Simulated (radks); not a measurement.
Species: the mercury ion Hg8+. Configuration: [Xe] 4f14 5d3 6d1 (not the ground configuration).

Method: scalar-relativistic Kohn-Sham, r2SCAN, spin-polarised, spherical densities, finite nucleus; open shells are filled with parallel spins first (spin-orbit coupling, left out, can overturn this in heavy ions); meta-GGA in the generalised Kohn-Sham scheme; Fermi nuclear charge, rms radius 5.4648 fm; computed with a radial shooting solver on a logarithmic mesh with Libxc functionals.

Energy parts (eV):
part                       energy
total                  -533356.88
kinetic                 598481.57
electron-nucleus      -1318540.83
Hartree                 196656.57
exchange-correlation     -9954.20

Orbitals (lengths in bohr, moments of r in powers of bohr; r(max) is where P^2 peaks):
| orbital | occ. | eigenvalue (eV) | <1/r> | r(max) | <r^4> | <r^2> |
|---|---|---|---|---|---|---|
| 1s up | 1 | -83380.71 | 97.53 | 0.01022 | 3.999e-07 | 0.0003810 |
| 1s down | 1 | -83380.72 | 97.53 | 0.01022 | 3.999e-07 | 0.0003810 |
| 2s up | 1 | -14923.51 | 22.90 | 0.05913 | 0.00005827 | 0.005796 |
| 2s down | 1 | -14922.89 | 22.90 | 0.05913 | 0.00005827 | 0.005795 |
| 2p up | 3 | -12888.31 | 20.28 | 0.04906 | 0.00004767 | 0.004899 |
| 2p down | 3 | -12887.82 | 20.28 | 0.04906 | 0.00004766 | 0.004899 |
| 3s up | 1 | -3658.996 | 8.502 | 0.1666 | 0.002095 | 0.03727 |
| 3s down | 1 | -3658.902 | 8.502 | 0.1666 | 0.002094 | 0.03727 |
| 3p up | 3 | -3068.386 | 7.730 | 0.1662 | 0.002317 | 0.03843 |
| 3p down | 3 | -3068.242 | 7.730 | 0.1662 | 0.002316 | 0.03843 |
| 3d up | 5 | -2445.363 | 7.259 | 0.1356 | 0.001784 | 0.03188 |
| 3d down | 5 | -2444.980 | 7.259 | 0.1356 | 0.001784 | 0.03188 |
| 4s up | 1 | -919.2912 | 3.642 | 0.3756 | 0.04645 | 0.1795 |
| 4s down | 1 | -918.7959 | 3.640 | 0.3757 | 0.04648 | 0.1796 |
| 4p up | 3 | -724.6817 | 3.288 | 0.3954 | 0.06205 | 0.2050 |
| 4p down | 3 | -724.2504 | 3.287 | 0.3955 | 0.06201 | 0.2050 |
| 4d up | 5 | -492.4776 | 2.950 | 0.4024 | 0.08491 | 0.2319 |
| 4d down | 5 | -491.9416 | 2.950 | 0.4026 | 0.08456 | 0.2316 |
| 4f up | 7 | -235.3170 | 2.545 | 0.3669 | 0.1489 | 0.2754 |
| 4f down | 7 | -234.5566 | 2.550 | 0.3669 | 0.1450 | 0.2728 |
| 5s up | 1 | -255.1562 | 1.536 | 0.8221 | 1.060 | 0.8677 |
| 5s down | 1 | -251.9765 | 1.548 | 0.8189 | 1.041 | 0.8594 |
| 5p up | 3 | -199.9729 | 1.347 | 0.9107 | 1.680 | 1.086 |
| 5p down | 3 | -196.0814 | 1.358 | 0.9059 | 1.647 | 1.074 |
| 5d up | 3 | -133.0344 | 1.102 | 1.065 | 3.621 | 1.566 |
| 5d down | 0 | -128.1477 | 1.114 | 1.055 | 3.520 | 1.541 |
| 6d up | 1 | -64.4498 | 0.5306 | 2.394 | 60.78 | 6.700 |

The highest occupied level is 6d up at -64.450 eV. The configuration is held as typed, so some empty levels lie below it. The spin density at the nucleus is -30.53 e/bohr^3 (1s -0.12, 2s -6.77, 3s 1.58, 4s 10.78, 5s -36.01). The density falls to 0.001 e/bohr^3 at r = 3.57 bohr. The electron density at the nucleus is 2.499e+06 e/bohr^3 (large components only).
